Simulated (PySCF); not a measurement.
Species: C3H8BGa.
Geometry (PBE0-D3(BJ)/def2-SVP, Å), atoms numbered from 1 in this order:
```
atom  x, y, z in Å
B1    -1.715   -0.535   -0.955
C2    -1.093   -1.159    0.281
Ga3   -0.243    0.461    1.127
C4     1.492    1.022    0.443
C5     1.987    0.507   -0.693
H6    -1.099   -0.468   -1.999
H7    -2.806   -0.005   -0.904
H8    -1.778   -1.498    1.072
H9    -0.246   -1.844    0.123
H10   -0.977    1.145    2.333
H11    2.084    1.790    0.958
H12    2.949    0.826   -1.114
H13    1.450   -0.258   -1.266
```

Structure optimised with PBE0-D3(BJ)/def2-SVP, isolated species.

Take the most abundant isotopes and a rigid rotor. The values belong to one conformer with, in the numbering `[BH2:1][CH2:2][GaH:3][CH:4]=[CH2:5]`, H–B1–C2–Ga3 90° and -84°, B1–C2–Ga3–C4 -82°, C2–Ga3–C4–C5 12°.

(1) Give the principal moments of inertia and the rotational constants in cm⁻¹.

(2) Classify the top.

(3) Is it planar, by Δ = Ic − Ia − Ib?

(4) List the rotational levels J(Ka,Kc) to J = 4 (K).

Answers

(1) Ia = 112.77, Ib = 195.37, Ic = 277.09 u·Å²; 505379 MHz·u·Å²/I gives 4482, 2587 and 1824 MHz, that is A = 0.14949, B = 0.08629, C = 0.06084 cm⁻¹.

(2) An asymmetric top: κ = (2 × 2587 − 4482 − 1824)/(4482 − 1824) = -0.43.

(3) Not planar: Δ = Ic − Ia − Ib = -31.04 u·Å². For a rigid frame Δ = −2 Σ m c², so Σ m c² = 15.52 u·Å² lies off the ab plane: 6.32 from hydrogen and 9.20 from heavier atoms. The atom farthest from that plane is 1.53 Å away.

(4) Above 0(0,0), as E/k:
J = 1: 1(0,1) 0.212, 1(1,1) 0.303, 1(1,0) 0.339
J = 2: 2(0,2) 0.626, 2(1,2) 0.689, 2(1,1) 0.799, 2(2,1) 1.072, 2(2,0) 1.081
J = 3: 3(0,3) 1.228, 3(1,3) 1.264, 3(1,2) 1.483, 3(2,2) 1.707, 3(2,1) 1.749, 3(3,1) 2.258, 3(3,0) 2.260
J = 4: 4(0,4) 2.006, 4(1,4) 2.023, 4(1,3) 2.380, 4(2,3) 2.547, 4(2,2) 2.658, 4(3,2) 3.120, 4(3,1) 3.129, 4(4,1) 3.872, 4(4,0) 3.872
The levels of one J sum to (2J + 1)J(J + 1)(A + B + C)/3.

No frequency check. Constants of a rigid frame at the computed geometry: no zero-point averaging, no centrifugal distortion.
